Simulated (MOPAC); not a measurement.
MOPAC input (PM3):

```
PM3 FORCE THERMO(298,298) PRECISE LET UHF MS=0.5 GEO-OK AUX(PRECISION=9) THREADS=1
HOSe

Se   -0.21763657 1    0.07044067 1    0.20075934 1
H    -1.34834235 1    0.15644964 1   -0.77548913 1
O     1.09182639 1   -0.32021421 1   -0.76792145 1
```

Output:

```
 *******************************************************************************
 **                                                                           **
 **                              MOPAC v23.2.5                                **
 **                                                                           **
 *******************************************************************************
 ** MOPAC's Digital Object Identifier: https://doi.org/10.5281/zenodo.6511958 **
 **                                                                           **
 ** Please cite the open-source release paper for use of this MOPAC version:  **
 ** J. E. Moussa and J. J. P. Stewart (2026)                                  **
 ** MOPAC: An open-source semiempirical molecular orbital program             **
 ** J. Open Source Softw., 11(119), 8025, https://doi.org/10.21105/joss.08025 **
 *******************************************************************************

                              PM3 CALCULATION RESULTS

 *******************************************************************************
 *  PM3        - The PM3 Hamiltonian to be used
 *  GEO-OK     - OVERRIDE INTERATOMIC DISTANCE AND OTHER SAFETY CHECKS
 *  UHF        - UNRESTRICTED HARTREE-FOCK CALCULATION
 *  MS=        - IN MECI, MAGNETIC COMPONENT OF SPIN =  0.5
 *  LET        - OVERRIDE SOME SAFETY CHECKS
 *  PRECISE    - TIGHTER CRITERIA TO BE USED
 *  FORCE      - FORCE CALCULATION SPECIFIED
 *  AUX        - OUTPUT AUXILIARY INFORMATION
 *  THERMO     - THERMODYNAMIC QUANTITIES TO BE CALCULATED
 *******************************************************************************
PM3 FORCE THERMO(298,298) PRECISE LET UHF MS=0.5 GEO-OK AUX(PRECISION=9) THREADS=1
 HOSe

   ATOM   CHEMICAL          X               Y               Z
  NUMBER   SYMBOL      (ANGSTROMS)     (ANGSTROMS)     (ANGSTROMS)

     1      Se         -0.21763657  *   0.07044067  *   0.20075934  *
     2       H         -1.34834235  *   0.15644964  *  -0.77548913  *
     3       O          1.09182639  *  -0.32021421  *  -0.76792145  *

          CARTESIAN COORDINATES

    NO.       ATOM           X           Y           Z

     1        Se         -0.2176      0.0704      0.2008
     2         H         -1.3483      0.1564     -0.7755
     3         O          1.0918     -0.3202     -0.7679

  H: (PM3): J. J. P. STEWART, J. COMP. CHEM. 10, 209 (1989).
  O: (PM3): J. J. P. STEWART, J. COMP. CHEM. 10, 209 (1989).
 Se: (PM3): J. J. P. STEWART, J. COMP. CHEM. 12, 320-341 (1991).

           Empirical Formula: H O Se  =     3 atoms

      MOLECULAR POINT GROUP   :   Cs

          UHF CALCULATION, NO. OF ALPHA ELECTRONS =    7
                           NO. OF BETA  ELECTRONS =    6

          HEAT OF FORMATION =      -5.829331 KCALS/MOLE

          CARTESIAN COORDINATE DERIVATIVES

   NUMBER  ATOM         X            Y            Z

     1      Se     -0.005884    -0.000209     0.000000
     2       H      0.003184     0.002559     0.000000
     3       O      0.002700    -0.002350     0.000000

 DIPOLE           X         Y         Z       TOTAL
 POINT-CHG.     0.368    -2.992     0.000     3.014
 HYBRID         0.940     0.852    -0.000     1.268
 SUM            1.307    -2.140     0.000     2.508

          GRADIENT NORM =   0.00801

          MOLECULAR WEIGHT =   95.97

          ROTATIONAL CONSTANTS IN CM(-1)

          A =    8.04614051   B =    0.44675089   C =    0.42325049

           PRINCIPAL MOMENTS OF INERTIA IN UNITS OF 10**(-40)*GRAM-CM**2

          A =        3.4790   B =       62.6585   C =       66.1376

          ORIENTATION OF MOLECULE IN FORCE CALCULATION

    NO.       ATOM         X         Y         Z

     1         Se       0.0476   -0.2720    0.0000
     2          H       1.5439   -0.2720    0.0000
     3          O      -0.3323    1.3594   -0.0000

    FIRST DERIVATIVES WILL BE USED IN THE CALCULATION OF SECOND DERIVATIVES

    FOR POINT-GROUP Cs   THERE ARE   2 UNIQUE SYMMETRY FUNCTIONS.

(To convert to Hartree/Bohr^2, multiply by (10^(-21) x N x a0^2)/(4.184 x 627.51) =  0.0642)

           FORCE MATRIX IN MILLIDYNES/ANGSTROM

                 Se  1       H  2       O  3
 ------------------------------------------
    Se    1   4.385028
     H    2   1.543369   1.668841
     O    3   3.807061   0.439956   4.080759

          HEAT OF FORMATION =      -5.829331 KCALS/MOLE

          ZERO POINT ENERGY       4.548 KCAL/MOL

           NORMAL COORDINATE ANALYSIS (Total motion = 1 Angstrom)

   Root No.       1         2         3

                 1 A'      2 A'      3 A'

                 686.3     829.0    1666.0

   x Se    1    0.0075   -0.0152   -0.0113
   y Se    1   -0.0716    0.0068   -0.0003
   z Se    1    0.0000   -0.0000    0.0000
   x  H    2    0.0175    0.0665    0.9777
   y  H    2    0.6107    0.8677   -0.0735
   z  H    2   -0.0000   -0.0000    0.0000
   x  O    3   -0.0380    0.0707   -0.0056
   y  O    3    0.3148   -0.0883    0.0059
   z  O    3   -0.0000    0.0000   -0.0000

           MASS-WEIGHTED COORDINATE ANALYSIS (NORMAL COORDINATES)

   Root No.       1         2         3

                 1 A'      2 A'      3 A'

                 686.3     829.0    1666.0

   x Se    1    0.0430   -0.1355   -0.1018
   y Se    1   -0.4111    0.0609   -0.0023
   z Se    1    0.0000   -0.0000    0.0000
   x  H    2    0.0114    0.0671    0.9915
   y  H    2    0.3963    0.8755   -0.0745
   z  H    2   -0.0000   -0.0000    0.0000
   x  O    3   -0.0983    0.2843   -0.0227
   y  O    3    0.8138   -0.3550    0.0239
   z  O    3   -0.0000    0.0000   -0.0000

          DESCRIPTION OF VIBRATIONS

 VIBRATION          1    1A'         ATOM PAIR     ENERGY CONTRIBUTION    RADIAL
 FREQUENCY           686.25         Se1 -- O 3         +77.6% ( 94.3%)     98.7%
 TRANSITION DIPOLE   0.5593         Se1 -- H 2         +22.4% ( 50.7%)      0.2%
 TRAVEL (Ang.)       0.1014
 REDUCED MASS        9.5543
 EFFECTIVE MASS     21.1248
 FORCE CONSTANT      2.6511

 VIBRATION          2    2A'         ATOM PAIR     ENERGY CONTRIBUTION    RADIAL
 FREQUENCY           828.96         Se1 -- H 2         +83.8% ( 83.6%)      5.8%
 TRANSITION DIPOLE   0.4460         Se1 -- O 3         +16.2% ( 36.8%)     71.7%
 TRAVEL (Ang.)       0.2480
 REDUCED MASS        1.3223
 EFFECTIVE MASS      4.2219
 FORCE CONSTANT      0.5353

 VIBRATION          3    3A'         ATOM PAIR     ENERGY CONTRIBUTION    RADIAL
 FREQUENCY          1665.99         Se1 -- H 2        +100.0% ( 99.9%)     99.6%
 TRANSITION DIPOLE   0.5639
 TRAVEL (Ang.)       0.2018
 REDUCED MASS        0.9934
 EFFECTIVE MASS      1.1869
 FORCE CONSTANT      1.6246

      SYMMETRY NUMBER FOR POINT-GROUP Cs  =  1

          SYSTEM IS A GROUND STATE

 HOSe

          MOLECULE IS NOT LINEAR

          THERE ARE  3 GENUINE VIBRATIONS IN THIS SYSTEM
          THIS THERMODYNAMICS CALCULATION IS LIMITED TO
          MOLECULES WHICH HAVE NO INTERNAL ROTATIONS

                    CALCULATED THERMODYNAMIC PROPERTIES
                                          *
   TEMP. (K)   PARTITION FUNCTION   H.O.F.    ENTHALPY  HEAT CAPACITY ENTROPY
                                   KCAL/MOL   CAL/MOLE    CAL/K/MOL  CAL/K/MOL

 298.00  VIB.     0.1057D+01                   119.7553     1.5000     0.5128
         ROT.     0.4283D+04                   888.2803     2.9808    19.5988
         INT.     0.4529D+04                  1008.0356     4.4808    20.1116
         TRA.     0.9089D+27                  1480.4672     4.9680    39.5931
         TOT.                       -5.829    2488.5028     9.4488    59.7047

   *: NOTE: HEATS OF FORMATION ARE RELATIVE TO THE
            ELEMENTS IN THEIR STANDARD STATE AT 298K
              (=  Standard Enthalpy of Formation).

            Hvib:  Zero-point energy is not included.
                   frequencies of less than zero cm-1 are not included.
            Hrot = (3/2)RT
            Htra = (3/2)RT + pV = (5/2)RT

            Heat capacity is Cp, not Cv

          For more information, see: HTTP://OpenMOPAC.net/Manual/thermochemistry.html

           FORCE CONSTANT IN CARTESIAN COORDINATES (Millidynes/A)

    ATOM   CHEMICAL       X               Y               Z
   NUMBER   SYMBOL  FORCE CONSTANT  FORCE CONSTANT  FORCE CONSTANT

      1      Se        1.965251        3.820257        0.001987
      2       H        1.622057        0.365909        0.000515
      3       O        0.579838        3.772000        0.000176

 **********************
 *                    *
 * JOB ENDED NORMALLY *
 *                    *
 **********************

 == MOPAC DONE ==
```
